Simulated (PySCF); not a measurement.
**Stretching Rb₂**

Set-up: Rb def2-TZVPP with ECP28; scalar-relativistic core potentials (PySCF 2.14). Energies in eV from Rb + Rb in their ground configurations at the same level. State: ¹Σg⁺ (singlet), closed shell.

All columns are PBE0.

```csv
R (Å),E (eV),HOMO (eV),LUMO (eV),Mayer bond order,⟨S²⟩
3.697,-0.336,-2.92,-1.13,0.98,0.00
3.869,-0.397,-2.89,-1.15,0.99,0.00
4.041,-0.435,-2.86,-1.17,1.00,0.00
4.170,-0.449,-2.83,-1.19,1.00,0.00
4.299,-0.453,-2.81,-1.21,1.00,0.00
4.428,-0.449,-2.79,-1.24,1.00,0.00
4.600,-0.433,-2.76,-1.27,1.01,0.00
4.815,-0.400,-2.73,-1.32,1.01,0.00
5.073,-0.346,-2.69,-1.38,1.01,0.00
5.417,-0.260,-2.65,-1.45,1.01,0.00
```

Closed-shell solutions of metal pairs were not tested for spin polarisation, which can lower them a little.
